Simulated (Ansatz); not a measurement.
Reactions of C₂H₇FSSi, SMILES `C[SiH2]SCF`.

Computed with Ansatz on PBE0-D4/def2-TZVP structures; ΔE is electronic, products minus reactants. CCSD(T)/CBS adds triple-zeta CCSD(T) − MP2 to the extrapolated MP2 energy (def2 sets, frozen cores). This one scheme is used for every species. Functionals use def2-TZVPP. Open shells (•) are unrestricted, without spin–orbit coupling. Elements past krypton have def2 core potentials. For Ga, Sn outer-core shells are correlated without core-valence functions, which leaves a few kJ/mol of doubt a bond. Scalar relativity is left out up to krypton. Each species was taken in one conformer, which may not be the lowest.

| reaction | r2SCAN-D4 (kcal/mol) | CCSD(T)/CBS(def2) (kcal/mol) |
| --- | --- | --- |
| `C[SiH2]SCF` → `FCS` + `C[SiH]` | 75.1 | 70.7 |
| `C[SiH2]SCF` + `[SH][GaH2]` → `C[SiH2][S][GaH2]` + `FCS` | -0.7 | -1.5 |
| `C[SiH2]SCF` → `[CH2]F`• + `C[SiH2][S]`• | 73.4 | 79.4 |
| `C[SiH2]SCF` → `C[SiH](F)CS` | -37.9 | -40.3 |
| `C[SiH2]SCF` → `CSCF` + `[SiH2]` | 86.3 | 81.0 |
| `C[SiH2]SCF` + `[F][SnH3]` → `C[SiH2]F` + `FC[S][SnH3]` | -18.1 | -19.9 |
| `C[SiH2]SCF` + PH₃ → `C[SiH2]P` + `FCS` | 9.4 | 9.7 |

Largest T1 diagnostic: 0.015, for `[CH2]F`•.
